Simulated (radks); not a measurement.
Spherical quantum dot in the effective-mass picture: electrons in a hard-walled sphere of radius 1.59, all in effective atomic units (hartree* = m*/eps^2 hartree, bohr* = eps/m* bohr), one dielectric constant everywhere. Calculated with a radial shooting solver with Libxc functionals: non-relativistic Kohn-Sham, LDA (Slater exchange, Perdew-Wang correlation), spin-polarised, spherical densities. Levels are named by radial order and angular momentum (1s, 1p, 1d, 2s, ...), and open shells are averaged over m.

N = 5, configuration 1s2 1p(up 3, down 0). This is the lowest configuration that the search found. Occupied and some empty levels:

level    occupation  eigenvalue (hartree*)  <r> (bohr*)
1s up             1                 6.0457       0.8515
1s down           1                 6.3106       0.8485
1p up             3                 7.8156       0.9721
1p down           0                 8.0945       0.9725
1d up             0                 10.222        1.049
1d down           0                 10.499        1.050
2s up             0                 11.968       0.7752
2s down           0                 12.163       0.7759
1f up             0                 13.192        1.104
1f down           0                 13.463        1.105

Energy (hartree*): total 24.7587, kinetic 16.088, external 0, Hartree 12.142, exchange-correlation -3.4722.
